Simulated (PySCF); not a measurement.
# MN15 on P(2+) (phosphorus, charge +2)

Configuration: [Ne] 3s2 3p1, 2P determinant. All numbers are calculated (PySCF 2.14, the non-relativistic Hamiltonian (point nucleus), in def2-TZVP).

```
Total energy                                                  : -340.0356 hartree
One-electron energy                                           : -459.2273 hartree
Hartree (Coulomb) energy                                      : 141.6080 hartree
Exchange-correlation energy                                   : -22.4164 hartree
Kinetic energy                                                : 339.44387 hartree
⟨S²⟩                                                          : 0.7527
⟨L²⟩                                                          : 2.012
Sum of ⟨r⟩                                                    : 9.618 bohr
Sum of ⟨r²⟩                                                   : 13.95 bohr²
Traceless quadrupole moment −½Σ⟨3z² − r²⟩ along its main axis : -1.62 e·bohr²
Density at the nucleus (Gaussians lack the cusp)              : 2110 bohr⁻³
Spin density at the nucleus                                   : 0.0827 bohr⁻³
Langevin diamagnetic susceptibility                           : -11.0 ×10⁻⁶ cm³/mol
Time after the integrals                                      : 0.42 s of wall time on 1 thread of Neoverse-V1 (shared host)
```

```tsv
shell	electrons	mean orbital energy (hartree)	spread (hartree)	rms radius, mean of both spins (bohr)
1s α	1	-77.04875	0	0.121
1s β	1	-77.04358	0	0.121
2s α	1	-7.29048	0	0.575
2s β	1	-7.28399	0	0.575
2p α	3	-5.64802	0.01497	0.541
2p β	3	-5.64098	0.02610	0.541
3s α	1	-1.32826	0	1.89
3s β	1	-1.27867	0	1.89
3p α	1	-0.98545	0	2.09
```
